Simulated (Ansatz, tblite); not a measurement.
Removing and adding an electron: the cluster Rb₂H₃ (the lowest doublet isomer of a short search). Total charge 0; doublet. Geometry: r2SCAN-D4/def2-TZVP. Ansatz, gas phase; energy differences of separate SCF runs; the oxidised species is a singlet (the triplet lies 2.95 eV higher at PBE0-D4/def2-TZVP); the reduced species is a triplet (the singlet lies 0.16 eV higher at PBE0-D4/def2-TZVPD).

```xyz
5

Rb    0.260    1.764    0.985
Rb   -2.476    0.861   -2.170
H     1.688   -1.300    1.159
H    -0.606   -0.134   -0.634
H     1.135   -1.191    0.659
```

In the def2 sets Rb takes a core potential; there is no spin–orbit coupling. The xTB rows come from tblite. Correlated methods freeze no core orbitals; core or outer-core shells of Rb are correlated, in sets that lack core-valence functions. In the doublet, H3 and H5 lie 0.75 Å apart (atoms count from 1), so H2 has formed as a molecule. The structure comes from a short search, and lower isomers may exist.

```csv
level,−HOMO (eV),vertical IE (eV),−LUMO (eV),vertical EA (eV),HOMO–LUMO gap (eV),IE − EA (eV),remarks
GFN1-xTB,–,10.28,–,6.55,–,3.73,–
GFN2-xTB,–,7.88,–,1.07,–,6.80,–
HF/def2-TZVPP,–,3.08,–,–,–,–,–
PBE-D4/def2-TZVP,2.01,3.63,1.61,–,0.40,–,–
PBE-D4/def2-TZVPD,2.00,–,1.60,0.70,0.40,–,HOMO above zero (-1 triplet)
r2SCAN-D4/def2-TZVP,1.98,3.42,1.46,–,0.52,–,–
r2SCAN-D4/def2-TZVPD,1.97,–,1.45,0.52,0.52,–,HOMO above zero (-1 triplet)
PBE0-D4/def2-TZVP,2.35,3.54,1.21,–,1.15,–,–
PBE0-D4/def2-TZVPD,2.34,–,1.20,0.67,1.14,–,HOMO above zero (-1 triplet)
MP2/def2-TZVPP,–,3.26,–,–,–,–,–
CCSD/def2-TZVPP,–,3.28,–,–,–,–,–
CCSD(T)/def2-TZVPP,–,3.29,–,–,–,–,–
```

   A HOMO above zero means that the electron is unbound at that level or that self-interaction error raises the level; the energy of removing that electron tells which. HOMO and LUMO are the levels of the spin that leaves or enters (xTB has no such levels and no spin-polarisation term). Other spin states of the ions may lie lower, which would lower the ionisation energy or raise the affinity. Raw xTB energy differences between charge states are shifted by several eV; the methods need an empirical correction for them.
